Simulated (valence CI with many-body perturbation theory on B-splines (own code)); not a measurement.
# Ba¹⁵⁺: M1 decay

Level of theory: configuration interaction combined with many-body perturbation theory (CI+MBPT): five valence electrons over a frozen Dirac-Fock core [Kr], radial functions for each j: 7 s, 7 p, 8 d, 6 f, 4 g, 1 h, with the one-electron correlation potential Σ1, the two-electron term Σ2, the three-electron term Σ3, Breit, model QED; selected CI, second order for the rest (own B-spline code, finite nucleus).

No measured spectrum was set against this ion. As an estimate, terms of the open shell hold to 2 to 4 % of their energy, and close levels can change places. Core correlation moves these levels by up to 12000 cm⁻¹, and in measured spectra 5 to 20 % of such shifts remained as error; rates that hang on mixing are uncertain with them. Among the levels kept, up to 310 cm⁻¹ of a level comes from second order outside the variational space, and about a tenth of that is noise between levels of different J, which matters for small intervals. Only levels of the ground parity were solved; by the run's estimate the other parity begins above the list, which can be wrong where configurations are misplaced.

Lines 51 to 100 of 120 in falling wavelength, among levels below 195080 cm⁻¹, chosen from the decays that carry over 1 % of a level's rate. Wavelengths and rates use the calculated energies, so an error of 2000 cm⁻¹ moves a line at 3779 Å by 7.6 % and its rate by three times that or more. Weak lines are less certain than strong ones. Lines between different terms over intervals too small for the method are left out, as are lines whose strength nearly cancels. Where a level lies close to another of its J and parity, the split of strength between their lines is uncertain.

Names give the largest LS component (configuration and term), which can be under half, so a name can repeat, a term be missing and a line seem to break the LS rules; names also repeat where a configuration has a term twice. Letters in brackets count levels of one name in rising energy.

```
λ vac (Å)           Upper           Lower  Type   A (s⁻¹)  Branch %
     3780  4d5 4D_3/2 [b]  4d5 4D_3/2 [a]    M1  7.17e+01      17.5
     3779      4d5 4F_5/2  4d5 2D_5/2 [a]    M1  1.96e+02      22.6
     3544  4d5 2F_7/2 [a]      4d5 4G_7/2    M1  7.42e+00       8.4
     3471  4d5 2D_3/2 [a]      4d5 4D_1/2    M1  4.02e+01      11.6
     3401  4d5 2G_9/2 [a]     4d5 4G_11/2    M1  5.97e+01      42.1
     3397      4d5 2S_1/2      4d5 4F_3/2    M1  1.58e+01       2.4
     3335     4d5 2I_13/2     4d5 4G_11/2    M1  2.21e+01      87.6
     3260      4d5 2H_9/2      4d5 4D_7/2    M1  2.95e+01       4.8
     3244      4d5 4F_7/2  4d5 2G_9/2 [a]    M1  1.94e+02      34.4
     3232      4d5 4F_5/2      4d5 4D_7/2    M1  2.65e+01       3.1
     3225      4d5 4F_3/2  4d5 4D_3/2 [a]    M1  2.83e+02      47.1
     3139  4d5 2G_9/2 [a]      4d5 4G_7/2    M1  5.92e+01      41.8
     3124  4d5 2D_5/2 [a]  4d5 4G_5/2 [a]    M1  9.44e+01      20.4
     3054  4d5 2F_5/2 [a]  4d5 4G_5/2 [b]    M1  4.59e+02      69.1
     3026  4d5 2G_7/2 [a]      4d5 4D_7/2    M1  6.63e+00       4.3
     3002     4d5 2H_11/2     4d5 2I_13/2    M1  1.17e+02      12.7
     2966  4d5 2F_5/2 [b]  4d5 2D_5/2 [a]    M1  8.49e+01      11.6
     2950     4d5 2H_11/2  4d5 2G_9/2 [a]    M1  8.25e+01       8.9
     2942      4d5 2S_1/2  4d5 4D_3/2 [b]    M1  8.32e+01      12.7
     2921  4d5 2D_3/2 [a]  4d5 2D_5/2 [a]    M1  1.02e+02      29.3
     2901      4d5 4F_7/2  4d5 2F_7/2 [a]    M1  9.89e+01      17.6
     2889  4d5 2F_5/2 [a]  4d5 4D_3/2 [a]    M1  3.89e+01       5.9
     2857  4d5 4G_5/2 [a]      4d5 6S_5/2    M1  2.33e+02     100.0
     2717      4d5 2S_1/2      4d5 4D_1/2    M1  1.15e+01       1.8
     2709  4d5 2F_5/2 [a]      4d5 4G_7/2    M1  6.34e+01       9.6
     2656  4d5 2F_7/2 [b]  4d5 2D_5/2 [a]    M1  8.67e+01      11.5
     2618  4d5 2F_5/2 [b]      4d5 4D_7/2    M1  1.61e+02      22.0
     2518  4d5 2F_7/2 [a]  4d5 4G_5/2 [a]    M1  1.14e+01      12.9
     2484  4d5 4D_3/2 [b]  4d5 4G_5/2 [a]    M1  1.51e+01       3.7
     2478     4d5 2H_11/2     4d5 2I_11/2    M1  4.77e+02      51.4
     2467  4d5 2G_9/2 [b]     4d5 2I_11/2    M1  7.74e+01      21.0
     2393      4d5 2H_9/2      4d5 4G_9/2    M1  2.99e+02      48.3
     2373  4d5 2F_7/2 [b]      4d5 4D_7/2    M1  2.50e+02      33.2
     2336      4d5 4F_5/2  4d5 4G_5/2 [b]    M1  1.93e+02      22.3
     2264  4d5 2G_7/2 [a]      4d5 4G_9/2    M1  7.14e+01      46.1
     2260      4d5 2H_9/2     4d5 4G_11/2    M1  1.11e+02      17.9
     2238      4d5 4F_5/2  4d5 4D_3/2 [a]    M1  9.37e+00       1.1
     2232      4d5 4F_3/2  4d5 4G_5/2 [a]    M1  2.34e+02      38.9
     2227  4d5 2G_7/2 [a]  4d5 4G_5/2 [b]    M1  4.63e+00       3.0
     2213  4d5 2D_3/2 [a]      4d5 4P_1/2    M1  1.00e+01       2.9
     2150      4d5 4G_7/2      4d5 6S_5/2    M1  1.78e+01      35.7
     2143      4d5 4F_7/2      4d5 4D_7/2    M1  7.32e+01      13.0
     2141      4d5 2H_9/2      4d5 4G_7/2    M1  1.24e+02      20.0
     2129      4d5 4F_5/2      4d5 4G_7/2    M1  1.62e+02      18.7
     2066  4d5 2F_5/2 [a]  4d5 4G_5/2 [a]    M1  2.84e+01       4.3
     2049  4d5 4D_3/2 [a]      4d5 6S_5/2    M1  4.10e+02      92.2
     2004  4d5 2G_9/2 [b]      4d5 4D_7/2    M1  1.31e+02      35.5
     1997  4d5 2F_5/2 [b]  4d5 4G_5/2 [b]    M1  1.70e+02      23.2
     1974  4d5 4G_5/2 [b]      4d5 6S_5/2    M1  1.86e+02      59.5
     1926  4d5 2F_5/2 [b]  4d5 4D_3/2 [a]    M1  5.26e+01       7.2
```
